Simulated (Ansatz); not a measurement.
C2H7BrN2Si, SMILES `C=C[Si](N)(N)Br`, relaxed with RKS PBE0-D4/def2-TZVP in the Gaussian-basis code of Ansatz from a GFN2-xTB geometry. The force threshold is 0.005 eV/Å; the program also tests the step.

Charge 0, multiplicity 1.

Start:

```xyz
13

C    -0.875    1.953   -0.349
C    -0.179    1.001   -0.949
Si    0.474   -0.534   -0.084
N    -0.380   -2.019   -0.206
N     0.612   -0.221    1.596
Br    2.419   -1.024   -1.103
H    -1.245    2.820   -0.875
H    -1.103    1.906    0.703
H     0.025    1.097   -2.009
H    -0.341   -2.546   -1.062
H    -1.288   -2.094    0.218
H     1.030    0.638    1.907
H     0.851   -0.977    2.214
```

(1) How much energy does the relaxation release, and in how many steps? (Estimate.)

(2) Which bonds change most? (Estimate.)

(3) Give the relaxed structure. (Estimate.)

Answers

(1) The calculation gave: 0.81 kcal/mol, in 13 steps, 1 of them rejected.

(2) Ansatz gave: C2–Si3 from 1.880 to 1.853 Å; Si3–N4 from 1.717 to 1.704 Å; Si3–N5 from 1.714 to 1.701 Å; C1–C2 from 1.322 to 1.331 Å.

(3) The calculation gave: 
```xyz
13

C    -0.832    1.947   -0.305
C    -0.194    0.965   -0.937
Si    0.466   -0.543   -0.084
N    -0.403   -2.001   -0.229
N     0.593   -0.186    1.574
Br    2.406   -1.005   -1.129
H    -1.222    2.815   -0.829
H    -0.995    1.921    0.769
H    -0.064    1.041   -2.015
H    -0.196   -2.643   -0.975
H    -1.363   -2.056    0.071
H     1.000    0.683    1.878
H     0.804   -0.937    2.212
```
